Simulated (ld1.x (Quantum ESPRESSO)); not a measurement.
**nickel (Ni): variants of one TM potential**

Base potential:

- Element: Ni
- Generator: ld1.x (Quantum ESPRESSO) 7.5
- Type: norm-conserving Troullier–Martins (Kleinman–Bylander form)
- Functional: PBE
- Relativity: scalar-relativistic
- Frozen core: [Ne] 3s2
- Valence charge: 16
- Reference configuration: 3p6 3d8 4s1 4p1
- Partial waves: 4s (bound): rc 1.50 bohr; 3p (bound): rc 1.10 bohr; 3d (bound): rc 1.45 bohr
- Local potential: all-electron potential smoothed inside 1.10 bohr (lloc = -2)
- Core correction: Bessel-smoothed model core inside 1.10 bohr

Occupied shells without a wave of their own: 4p. They enter only through the test configuration that unscreens the potential, and ld1.x also counts them in the model core charge.

All-electron outer shells of the reference configuration (PBE, scalar-relativistic, ld1.x):

```csv
shell,level (eV),outermost node (bohr),outermost maximum (bohr)
2p,-846.57,–,0.16
3s,-113.04,0.30,0.64
3p,-73.38,0.27,0.65
3d,-10.81,–,0.63
4s,-6.88,0.92,2.18
4p,-2.11,1.00,3.02
```

Cutoffs, loose and tight: the cutoffs (Ry, on a coarse ladder) from which the occupation-weighted sum of valence levels, in a spherical-Bessel basis at the reference potential, stays within 10 and 1 mRy of its value at 400 Ry. They do not see the model core or the augmentation charge, which bear on the density cutoff. Test errors are all-electron minus pseudo excitation energies from the reference, over the configurations 3p6 3d8 4s2 4p0; 3p6 3d8 4s1 4p0; 3p6 3d8 4s0 4p0; 3p6 3d8 4s0 4p2; 3p6 3d9 4s0 4p0; 3p6 3d7 4s2 4p1; 3p5 3d8 4s2 4p0. A dash means not determined; rows that change the core or the reference have their own tests.

With those shells counted twice in exchange and correlation these files are broken, and their errors move erratically; no question is asked of them.

A true bound ghost makes a file unfit for plane-wave use even where its test errors are small: the radial tests pick states by their node count and pass the ghost by.

| change | outcome | cutoff, loose | cutoff, tight | bound ghosts | largest test error (meV) |
| --- | --- | --- | --- | --- | --- |
| base | generated | 140 Ry | 230 Ry | s | -551 |
| wave 3d (bound): rc 1.45 bohr becomes 3d (bound): rc 0.98 bohr | generated | 230 Ry | over 300 Ry | s | -359 |
| wave 3d (bound): rc 1.45 bohr becomes 3d (bound): rc 1.14 bohr | generated | 180 Ry | 300 Ry | s | -402 |
| wave 3d (bound): rc 1.45 bohr becomes 3d (bound): rc 1.20 bohr | generated | 160 Ry | 300 Ry | s | -424 |
| wave 3d (bound): rc 1.45 bohr becomes 3d (bound): rc 1.38 bohr | generated | 140 Ry | 230 Ry | s | -506 |
| wave 3d (bound): rc 1.45 bohr becomes 3d (bound): rc 1.60 bohr | generated | 110 Ry | 200 Ry | s | -667 |
| wave 3d (bound): rc 1.45 bohr becomes 3d (bound): rc 1.70 bohr | generated | 100 Ry | 180 Ry | s | -777 |
| wave 3d (bound): rc 1.45 bohr becomes 3d (bound): rc 1.86 bohr | generated | 90 Ry | 160 Ry | s | -908 |
| wave 3d (bound): rc 1.45 bohr becomes 3d (bound): rc 2.00 bohr | generated | 90 Ry | 160 Ry | s | -1055 |
| wave 3d (bound): rc 1.45 bohr becomes 3d (bound): rc 2.20 bohr | generated | 90 Ry | 160 Ry | s | -1273 |

Reading the sweep of the d radius (base included, trends over the rows without a ghost): Bound ghosts are found at 0.98, 1.14, 1.2, 1.38, 1.45, 1.6, 1.7, 1.86, 2, 2.2 bohr. Every judged row has one, so this setting neither creates nor removes them.
